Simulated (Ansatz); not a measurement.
Basis sets compared for Si₅O₄. Total charge 0; singlet. Geometry PBE-D4/def2-SVP. Ansatz on 4 threads of Arm Neoverse V1 on a shared host; times are rough, and most runs start from earlier orbitals.

```csv
atom,x (Å),y (Å),z (Å)
Si1,-1.9177,0.8045,0.1046
Si2,0.4158,1.7827,-0.4049
Si3,1.9625,-1.0544,-1.2196
Si4,-0.9122,-2.3797,-0.2065
Si5,0.6036,2.1270,1.9973
O6,-0.6272,1.1208,1.3762
O7,1.4695,0.4927,-0.7405
O8,0.6375,-2.0332,-0.8191
O9,-1.6319,-0.8604,-0.0876
```

The restricted singlet is unstable towards broken spin symmetry in Hartree–Fock (as tested in another run); at PBE-D4/def2-SVP, PBE-D4/def2-TZVP, PBE0-D4/def2-SVP, PBE0-D4/def2-TZVP this wasn't settled. Another isomer (singlet) lies 0.38 eV lower at PBE0-D4/def2-TZVP; other spin states weren't run for this one.

Binding counts from free atoms (Si triplet, O triplet) in the same basis, without a counterpoise term.

```csv
level,functions,energy (Eh),HOMO (eV),LUMO (eV),binding per atom (eV),wall time
PBE-D4/def2-SVP,146,-1746.8493,-4.91,-3.69,4.75,2.3 s
PBE0-D4/def2-SVP,146,-1746.9422,-5.74,-2.90,4.48,3.4 s
```

(1) Estimate the rows for PBE-D4/def2-TZVP (with forces), PBE0-D4/def2-TZVP.

## Answers

(1) 
```tsv
level	functions	energy (Eh)	HOMO (eV)	LUMO (eV)	binding per atom (eV)	wall time
PBE-D4/def2-TZVP (with forces)	309	-1747.7373	-4.93	-3.74	4.79	7 s
PBE0-D4/def2-TZVP	309	-1747.8283	-5.74	-2.94	4.56	17 s
```
